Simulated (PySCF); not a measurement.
# Ionising TlB

UHF-CCSD(T); PySCF, scalar-relativistic core potentials, basis sets Tl def2-SVPD with ECP60, B def2-SVPD. Neutral (UHF): triplet (σ ↑, π ↑), Re = 2.502 Å, ωe = 344 cm⁻¹, De = 1.35 eV.

TlB⁺ (UHF): doublet (σ ↑), Re = 3.159 Å, ωe = 158 cm⁻¹. The energies at the minima are -196.19366 hartree for TlB and -195.96908 for TlB⁺.

Task: Work out the adiabatic ionisation energy, without and with harmonic zero-point energies (1 hartree = 27.2114 eV, 1 eV = 8065.5 cm⁻¹), and the change of the bond length.

Result: At UHF-CCSD(T): 0.22458 hartree = 6.111 eV between the minima; the zero-point term (158.0 − 344.0)/2 cm⁻¹ = -0.012 eV makes it 6.100 eV. Re changes by +65.7 pm against the neutral. The electron leaves a π orbital, and the ion is left as a loose complex of an ion and an atom.

Correlated steps freeze 5 core orbitals. Correlated levels converge slowly with the basis: in double zeta they bind strong bonds too weakly, by up to about 1 eV, and carry superposition errors of some tenths. These are scalar-relativistic numbers at best; spin–orbit coupling would shift them, the dissociation energy most. States were picked by a PBE0 search and need not be the measured ground states.
